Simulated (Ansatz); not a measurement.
Stretching the Ga1–H2 bond in BrGaH2 (SMILES [GaH2][Br]) (multiplicity 1 held, fragments rigid). Energies count from the point at 1.557 Å.
Geometry at that point (charge 0, multiplicity 1):
```xyz
4

Ga    -0.6273    -0.9764     0.1564
H     -0.0705    -1.9594     1.2286
H     -1.8960    -1.1018    -0.7382
Br     0.6118     0.9523    -0.1525
```

Restricted levels (R-, RO-) in cc, def2 and unpolarised 6-31G sets keep to the state of the molecule at rest. U- levels take the lowest unrestricted solution at each point, which mixes spins at long bonds. Active spaces are followed from a long bond inwards. Levels need not reach the same state.

Frozen-core correlation. Filled d and f shells under p-block atoms count as core.

The values were computed with Ansatz (Gaussian basis) for Hartree–Fock, density functionals and correlated methods. 

Energies in kcal/mol.

| R (Å) | R-r2SCAN/cc-pVTZ | U-SCS-MP2/cc-pVTZ | FIC-NEVPT4(SD) on CASSCF(2,2)/cc-pVTZ | FIC-MRCISD+Q on CASSCF(2,2)/cc-pVTZ |
|---|---|---|---|---|
| 1.246 | 25.0 | 28.8 | 29.2 | 29.1 |
| 1.402 | 4.6 | 6.0 | 6.2 | 6.2 |
| 1.557 | 0.0 | 0.0 | 0.0 | 0.0 |
| 1.713 | 3.7 | 3.1 | 2.7 | 2.7 |
| 1.869 | 11.6 | 10.9 | 9.9 | 10.0 |
| 2.103 | 26.4 | 26.2 | 24.0 | 24.2 |
| 2.336 | 41.6 | 48.9 | 38.3 | 38.6 |
| 2.726 | 63.7 | 70.5 | 58.0 | 58.5 |
| 3.115 | 80.7 | 77.6 | 70.4 | 71.0 |
| 3.582 | 95.0 | 80.3 | 77.5 | 78.1 |
| 4.205 | 106.2 | 81.2 | 80.4 | 81.0 |
| 4.984 | 113.1 | 81.4 | 81.1 | 81.7 |

Doubts at one or more of the structures used: a restricted determinant that unrestricted orbitals would lower (R-r2SCAN/cc-pVTZ); a spin-contaminated determinant (U-SCS-MP2/cc-pVTZ).

Ansatz is a program for electronic structure.
